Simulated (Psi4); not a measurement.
H4GeO4 (SMILES [OH][Ge]([OH])([OH])[OH]), singlet, geometry from GFN2-xTB. Base run: PBE0/def2-SVP in Psi4.

Here is a job for Psi4.
```
memory 2 GB

molecule mol {
0 1
O     0.445191    1.385714   -0.919279
Ge    0.000000    0.000000   -0.000000
O    -1.136015    0.325092    1.251902
O    -0.739328   -1.115158   -1.083185
O     1.430152   -0.595648    0.750562
H    -0.184877    1.665715   -1.580300
H    -0.778925    0.721116    2.044358
H    -1.255728   -1.808535   -0.677113
H     2.219530   -0.578296    0.213054
}

set {
  basis def2-svp
  reference rks
}

energy('pbe0')
print_variables()
```

Each row names what was changed in the base input (with any setting that the change needs).

```tsv
change	basis functions	E (Eh)
base	108	-2379.32982
basis = cc-pVDZ-DK; relativity = none (with scf_type pk)	103	-2367.94683
basis = cc-pVDZ-DK; relativity = spin-free X2C (with scf_type pk)	103	-2401.74895
```

Absolute energies of different levels of theory aren't comparable as measures of quality.

Basis sets contracted for a relativistic Hamiltonian are a mismatch without it, so the rows without relativity aren't non-relativistic limits. No row has spin-orbit coupling; sets with core potentials leave out the core electrons.
